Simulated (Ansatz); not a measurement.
Consider the cleavage of the B–Al bond: `[BH2][Al]1[SiH2][S]1` + H₂S → `BS` + `[AlH]1[SiH2][S]1`.

Computed with Ansatz on PBE0-D4/def2-TZVP structures; ΔE is electronic, products minus reactants. CCSD(T)/CBS adds triple-zeta CCSD(T) − MP2 to the extrapolated MP2 energy (def2 sets, frozen cores). This one scheme is used for every species. Functionals use def2-TZVPP. B3LYP here is the variant with VWN-RPA as its local correlation; programs differ in this. HSE06 is defined as in plane-wave codes.

`[BH2][Al]1[SiH2][S]1`:

Cartesian coordinates in Å:
```
B -0.986 -2.187 -0.162
Al -0.020 -0.329 -0.022
Si 0.489 1.947 0.134
S 2.037 0.413 0.077
H -1.318 -2.790 0.816
H -1.262 -2.668 -1.221
H 0.562 2.882 -1.020
H 0.499 2.731 1.397
```

H₂S:

Z-matrix (Å, degrees):
```
S
H 1 1.341
H 1 1.341 2 92.3
```

`BS`:

Cartesian coordinates in Å:
```
B -0.520 0.238 0.095
S 0.643 -1.089 0.104
H -1.608 -0.023 0.506
H -0.223 1.321 -0.299
H 1.708 -0.446 -0.406
```

`[AlH]1[SiH2][S]1`:

Cartesian coordinates in Å:
```
Al 0.985 -0.116 0.980
Si -0.797 0.298 -0.444
S 0.814 -1.120 -0.937
H 2.004 -0.128 2.177
H -0.878 1.425 -1.411
H -2.128 -0.359 -0.365
```

| level | ΔE (kcal/mol) | difference from CCSD(T)/CBS |
| --- | --- | --- |
| revPBE-D4 | -26.9 | 0.3 |
| PBE0-D4 | -27.2 | 0.0 |
| B3LYP-D4 | -27.4 | -0.2 |
| r2SCAN0-D4 | -28.1 | -0.9 |
| HSE06-D4 | -27.1 | 0.1 |
| CAM-B3LYP-D4 | -28.1 | -0.9 |
| ωB97M-V | -28.4 | -1.2 |
| PBE | -26.9 | 0.3 |
| BLYP | -26.9 | 0.3 |
| B3LYP | -27.5 | -0.3 |
| r2SCAN0 | -28.2 | -1.0 |
| BHLYP | -27.7 | -0.5 |
| RPA@PBE/def2-TZVPP | -26.9 | 0.3 |
| CCSD(T)/def2-SVP | -29.3 | -2.1 |
| CCSD/def2-TZVPP | -26.6 | 0.6 |
| SCS-MP2/def2-QZVPP | -28.3 | -1.1 |
| CCSD(T)/CBS | -27.2 | 0 |

Largest T1 diagnostic among the species: 0.016.

Leaving LDA and LC-ωPBE aside and taking each functional with its dispersion term where it has one, the values, not all of them listed here, spread over 2.9 kcal/mol, from B97M-V to PBE-D4. LDA lies −1.6 kcal/mol from PBE without D4. From BLYP to BHLYP (50 % exact exchange), in def2-TZVPP and without D4, ΔE moves by −0.7 kcal/mol. At CCSD(T), def2-SVP lies −2.1 kcal/mol from the extrapolated value and def2-TZVPP +0.2 kcal/mol.
